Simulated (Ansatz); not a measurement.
`[SiH3][SiH2]S` + `BNC` → `BN(C)[SiH2][SiH3]` + H₂S at 298.15 K and 1 bar (ligand exchange at the Si–S bond).

Calculated with Ansatz (gas phase, PBE0-D4/def2-TZVP geometries, no zero-point term in ΔE). CBS: MP2 limit from def2 TZ/QZ plus the TZ coupled-cluster correction, frozen cores. This one scheme is used for every species. One conformer a species, not always the lowest.

```json
{"species": "`[SiH3][SiH2]S`", "CCSD(T)/CBS energy (Eh)": "-979.55409", "H − E (kJ/mol)": "154.2", "S (J/(mol·K))": "338.3"}
{"species": "`BNC`", "CCSD(T)/CBS energy (Eh)": "-121.18426", "H − E (kJ/mol)": "215.2", "S (J/(mol·K))": "268.0"}
{"species": "`BN(C)[SiH2][SiH3]`", "CCSD(T)/CBS energy (Eh)": "-701.75815", "H − E (kJ/mol)": "310.8", "S (J/(mol·K))": "376.3"}
{"species": "H₂S", "CCSD(T)/CBS energy (Eh)": "-398.97279", "H − E (kJ/mol)": "49.9", "S (J/(mol·K))": "205.7"}
```

H − E and S are ideal-gas, rigid-rotor, harmonic terms from PBE0-D4/def2-TZVP, for one conformer and one mirror image of each species. 1 Eh = 2625.50 kJ/mol, R = 8.31446 J/(mol·K).

By hand: ΔE, ΔH, ΔS and ΔG.

ΔE = (-701.75815) + (-398.97279) − (-979.55409) − (-121.18426) = 0.00741 Eh = 19.5 kJ/mol. Δ(H − E) = 310.8 + 49.9 − 154.2 − 215.2 = -8.7, so ΔH = 10.8 kJ/mol. ΔS = 376.3 + 205.7 − 338.3 − 268.0 = -24.3 J/(mol·K). ΔG = 10.8 − 298.15 × (-24.3)/1000 = 18.0 kJ/mol.

By hand: the equilibrium constant, and the temperature at which ΔG would vanish if ΔH and ΔS stayed fixed.

log₁₀ K = −ΔG/(RT ln 10) = -3.2. ΔH and −TΔS have one sign here, so there is no such temperature.

TΔS isn't small against ΔH here. A doubt of 5 kJ/mol in ΔE shifts log₁₀ K by 0.9 here. Other conformers and mirror images would add mixing entropy, several J/(mol·K) or more a flexible species. Modes under 60 cm⁻¹, often nearly free rotors, make the harmonic entropy too high. These are equilibria of isolated gas molecules and say nothing of rates. Largest T1 diagnostic: 0.013 (customary marks: 0.02 for closed shells, 0.045 for open ones).
